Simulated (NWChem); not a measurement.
System: C3H3 cation

NWChem input:

```
start job
memory heap 200 mb stack 900 mb global 1100 mb
charge 1
geometry units angstroms noautosym nocenter noautoz
  C      0.000000     0.000000    -1.338576
  C      0.000000     0.000000    -0.103296
  C      0.000000     0.000000     1.244720
  H      0.000000     0.000000    -2.425890
  H      0.000000     0.946812     1.807867
  H      0.000000    -0.946812     1.807867
end
basis spherical
  C library def2-svp
  H library def2-svp
end
dft
  xc pbe0
  iterations 150
end
cosmo
  dielec 25.0
end
task dft energy
```

Geometry: optimised at PBE0/def2-SVP.

Level: PBE0/def2-SVP with COSMO at NWChem's default radii, gas-phase geometry; the question gives the dielectric constant. Reactions with the solvent are ignored.

Problem. What results follow from this input? (PBE0/def2-SVP, COSMO on the gas-phase geometry.) Quantities: electrostatic solvation energy (kcal/mol).

Solution. 
```
Quantity                                   Result
-----------------------------------------  ------
electrostatic solvation energy (kcal/mol)   -62.5
```
